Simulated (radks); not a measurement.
The numbers below are computed, except where a source is named.
Question: Coherent X-ray form factor from a spherical all-electron density. Code: a radial shooting solver on a logarithmic mesh with Libxc functionals. Model: non-relativistic Kohn-Sham, PBE, spin-polarised, spherical densities, point nucleus.

sin(theta)/lambda (1/angstrom)  f0 (electrons)
0.05                                     8.874
0.1                                      8.514
0.15                                     7.968
0.2                                      7.301
0.25                                     6.579
0.3                                      5.856
0.4                                      4.552
0.5                                      3.537
0.6                                      2.811
0.8                                      1.988
1                                        1.615
1.25                                     1.381
1.5                                      1.217
2                                        0.927

The species is in the configuration that NIST lists as its ground one. Which atom or ion scatters so?

Answer: The neon ion Ne+, [He] 2s2 2p5. Extrapolating in s^2 from the first two rows gives f0(0) = 9.0, near the electron count 9; among species with that count, the fall with angle is slower the higher Z, and the table is that of Z = 10; from so few rows the species is fixed only to a neighbour or two.
